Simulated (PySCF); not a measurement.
From computed data to an observable: oscillator strength and radiative lifetime

CH₆AlOP, SMILES [CH3][Al]([OH])[PH2].

Geometry optimised at B3LYP-D3(BJ)/def2-SVP. The structure was generated by enumeration; whether it is a known compound was not checked. The values are those of a single conformer.

PySCF with TDA-CAM-B3LYP/def2-SVPD puts the first singlet state with f over 0.02 at 5.74 eV (vertical), with the transition dipole (-0.570, 0.707, -0.248) in atomic units.

Find the oscillator strength, the wavelength and the radiative lifetime that this transition would have in vacuum if emission retraced absorption.


|μ|² = 0.8863 au, so |μ| = 2.39 D. ΔE = 5.74/27.211 = 0.2109 hartree. f = (2/3) ΔE |μ|² = 0.125 (the program prints 0.125).
λ = 1239.84/5.74 = 216 nm; ν = 46296 cm⁻¹.
Einstein's coefficient A = 0.6670 ν² f s⁻¹ (ν in cm⁻¹) = 1.8e8 s⁻¹, so τ = 1/A = 5.6 ns. This state is S2; the lower singlet has f = 0.001. The figure is the radiative limit of this one transition; relaxation, internal conversion, crossing to triplets and a medium change what is measured.
